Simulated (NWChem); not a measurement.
System: AlH₂O₂ cation; SMILES [OH][Al+][OH]

Parts of the log:

```
             Northwest Computational Chemistry Package (NWChem) 7.3.0
             --------------------------------------------------------

                             Geometry "geometry" -> ""
                             -------------------------

 Output coordinates in angstroms (scale by  1.889725989 to convert to a.u.)

  No.       Tag          Charge          X              Y              Z
 ---- ---------------- ---------- -------------- -------------- --------------
    1 Al                  13.0000    -0.00654200     0.11506200     0.01383100
    2 O                    8.0000     1.16612300     0.31002900    -1.05465800
    3 H                    1.0000     1.86748700     0.42673100    -1.69417700
    4 O                    8.0000    -1.17901900    -0.07898500     1.08262900
    5 H                    1.0000    -1.88058300    -0.19592100     1.72195100

 Effective nuclear repulsion energy (a.u.)      95.8394589496

                              NWChem Property Module
                              ----------------------

  itol2e modified to match energy
  convergence criterion.

                                 NWChem DFT Module
                                 -----------------

 Summary of "ao basis" -> "ao basis" (spherical)
 ------------------------------------------------------------------------------
       Tag                 Description            Shells   Functions and Types
 ---------------- ------------------------------  ------  ---------------------
 Al                         def2-svp                 8       18   4s3p1d
 O                          def2-svp                 6       14   3s2p1d
 H                          def2-svp                 3        5   2s1p

  itol2e modified to match energy
  convergence criterion.

            General Information
            -------------------
          SCF calculation type: DFT
          Wavefunction type:  closed shell.
          No. of atoms     :     5
          No. of electrons :    30
           Alpha electrons :    15
            Beta electrons :    15
          Charge           :     1
          Spin multiplicity:     1
          Use of symmetry is: off; symmetry adaption is: off
          Maximum number of iterations: 150
          AO basis - number of functions:    56
                     number of shells:    26
          Convergence on energy requested:  1.00D-07
          Convergence on density requested:  1.00D-05
          Convergence on gradient requested:  5.00D-04

              XC Information
              --------------
                         PBE0 Method XC Functional
                     Hartree-Fock (Exact) Exchange  0.250
          PerdewBurkeErnzerhof Exchange Functional  0.750
            Perdew 1991 LDA Correlation Functional  1.000 local
           PerdewBurkeErnz. Correlation Functional  1.000 non-local

             Grid Information
             ----------------
          Grid used for XC integration:  fine
          Radial quadrature: Mura-Knowles
          Angular quadrature: Lebedev.
          Tag              B.-S. Rad. Rad. Pts. Rad. Cut. Ang. Pts.
          ---              ---------- --------- --------- ---------
          Al                  1.25      123           9.0       770
          O                   0.60       70          11.0       590
          H                   0.35       60          13.0       590
          Grid pruning is: on
          Number of quadrature shells:   383
          Spatial weights used:  Erf1

      Superposition of Atomic Density Guess
      -------------------------------------

 Sum of atomic energies:        -392.17228297

 Renormalizing density from      31.00 to     30

      Non-variational initial energy
      ------------------------------

 Total energy =    -384.686443
 1-e energy   =    -709.557682
 2-e energy   =     229.031780
 HOMO         =      -0.911319
 LUMO         =      -0.467511

   convergence    iter        energy       DeltaE   RMS-Dens  Diis-err
 ---------------- ----- ----------------- --------- --------- ---------
 d= 0,ls=0.0,diis     1   -393.1170421517 -4.89D+02  3.18D-02  3.19D+00
 d= 0,ls=0.0,diis     2   -392.6846297063  4.32D-01  2.15D-02  7.29D+00
 d= 0,ls=0.0,diis     3   -393.4010469799 -7.16D-01  3.45D-03  5.35D-02
 d= 0,ls=0.0,diis     4   -393.4071730212 -6.13D-03  5.23D-04  9.88D-04
 d= 0,ls=0.0,diis     5   -393.4072712742 -9.83D-05  4.02D-05  6.39D-06
 d= 0,ls=0.0,diis     6   -393.4072718162 -5.42D-07  9.84D-06  6.09D-07
 d= 0,ls=0.0,diis     7   -393.4072718736 -5.73D-08  1.21D-06  4.34D-09

[...]

          -----------------------
          Electric field gradient
          -----------------------

 1 a.u. = 0.324123 10**(16) esu/cm**3  ( or statvolts/cm**2 ) = 0.97174 10**(22) v/m**2

 ------------------------------------------------------------
   Atom      X         Y         Z
 ------------------------------------------------------------
    1 Al  -0.01236   0.21744   0.02614
 ------------------------------------------------------------

 Electric field gradient in molecular frame (a.u.)
         XX             YY             ZZ             XY             XZ             YZ
 ------------------------------------------------------------------------------------------
        0.345386      -0.537119       0.191732       0.150720      -0.827149      -0.137370

 Principal components (a.u.) and orientation
 of principal axis w.r.t. absolute frame                      Asymmetry parameter eta
 --------------------------------------------------------------------------------------
        1.124299      -0.562150      -0.562150                       0.000000

        0.733576      -0.018806       0.679347
        0.121829       0.987063      -0.104231
       -0.668598       0.159226       0.726377

 ------------------------------------------------------------
   Atom      X         Y         Z
 ------------------------------------------------------------
    2 O    2.20365   0.58587  -1.99301
 ------------------------------------------------------------

 Electric field gradient in molecular frame (a.u.)
         XX             YY             ZZ             XY             XZ             YZ
 ------------------------------------------------------------------------------------------
       -0.442896       0.688995      -0.246099      -0.193738       1.061182       0.176605

 Principal components (a.u.) and orientation
 of principal axis w.r.t. absolute frame                      Asymmetry parameter eta
 --------------------------------------------------------------------------------------
       -1.442474       0.721237       0.721237                       0.000000

        0.733503      -0.274671       0.621715
        0.122071       0.953072       0.277043
       -0.668635      -0.127318       0.732610

 ------------------------------------------------------------
   Atom      X         Y         Z
 ------------------------------------------------------------
    3 H    3.52904   0.80640  -3.20153
 ------------------------------------------------------------

 Electric field gradient in molecular frame (a.u.)
         XX             YY             ZZ             XY             XZ             YZ
 ------------------------------------------------------------------------------------------
       -0.147745       0.230000      -0.082254      -0.064642       0.354245       0.058942

 Principal components (a.u.) and orientation
 of principal axis w.r.t. absolute frame                      Asymmetry parameter eta
 --------------------------------------------------------------------------------------
       -0.481511       0.240755       0.240755                       0.000000

        0.733411      -0.244939       0.634124
        0.122031       0.965115       0.231651
       -0.668743      -0.092513       0.737716

 ------------------------------------------------------------
   Atom      X         Y         Z
 ------------------------------------------------------------
    4 O   -2.22802  -0.14926   2.04587
 ------------------------------------------------------------

 Electric field gradient in molecular frame (a.u.)
         XX             YY             ZZ             XY             XZ             YZ
 ------------------------------------------------------------------------------------------
       -0.443119       0.689079      -0.245960      -0.193516       1.061212       0.176372

 Principal components (a.u.) and orientation
 of principal axis w.r.t. absolute frame                      Asymmetry parameter eta
 --------------------------------------------------------------------------------------
       -1.442483       0.721242       0.721241                       0.000001

        0.733572       0.678257       0.042897
        0.121919      -0.193432       0.973509
       -0.668586       0.708909       0.224589

 ------------------------------------------------------------
   Atom      X         Y         Z
 ------------------------------------------------------------
    5 H   -3.55379  -0.37024   3.25402
 ------------------------------------------------------------

 Electric field gradient in molecular frame (a.u.)
         XX             YY             ZZ             XY             XZ             YZ
 ------------------------------------------------------------------------------------------
       -0.147882       0.229875      -0.081994      -0.064767       0.354080       0.059020

 Principal components (a.u.) and orientation
 of principal axis w.r.t. absolute frame                      Asymmetry parameter eta
 --------------------------------------------------------------------------------------
       -0.481342       0.240671       0.240671                       0.000000

        0.733588       0.678144       0.044368
        0.122280      -0.195933       0.972963
       -0.668503       0.708329       0.226658
```

Level: PBE0/def2-SVP. Geometry: optimised at PBE0/def2-SVP. NWChem prints the field gradient with the sign opposite to the second derivative of the potential.

### Question
Reconstruct the input file.

### Answer
This is not unique; one that fits is the input that was run:
```
start job
memory heap 200 mb stack 900 mb global 1100 mb
charge 1
geometry units angstroms noautosym nocenter noautoz
  Al    -0.006542     0.115062     0.013831
  O      1.166123     0.310029    -1.054658
  H      1.867487     0.426731    -1.694177
  O     -1.179019    -0.078985     1.082629
  H     -1.880583    -0.195921     1.721951
end
basis spherical
  * library def2-svp
end
dft
  xc pbe0
  iterations 150
end
property
  efieldgrad
end
task dft property
```
